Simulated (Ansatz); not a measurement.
```yaml
crystal:
  periodic: [false, false, false]
  atoms:
    - {symbol: F, position_ang: [-2.233082, -0.243470, -0.726605]}
    - {symbol: Si, position_ang: [-0.780185, 0.402176, -0.959198]}
    - {symbol: Sn, position_ang: [0.804180, -0.385065, 0.901532]}
    - {symbol: H, position_ang: [-0.305298, -0.027815, -2.299822]}
    - {symbol: H, position_ang: [-0.937692, 1.879627, -0.955067]}
    - {symbol: H, position_ang: [0.239349, 0.110853, 2.432707]}
    - {symbol: H, position_ang: [0.951825, -2.084359, 0.896680]}
    - {symbol: H, position_ang: [2.353204, 0.290954, 0.653971]}
basis:
  gaussian: {orbitals: def2-mTZVPP, fitting: {mean_field: cc-pVTZ-jkfit}}
magnetization: {spin_polarized: true, initial_magnetization: 2}
hamiltonian: {xc: {name: rPW86-PBE}, dispersion: d3bj}
```

```sh
$ ansatz run in.yaml --threads 2 --pin off --events-out ev --progress --plain --max-ram 4352MiB
```

How does Ansatz answer? (An estimate is asked.)

Ansatz gave: The program refused the input.
```
Functional definition: rPW86-PBE
Error: <dir> the basis set cc-pVTZ-JKFIT has no functions for Sn
```
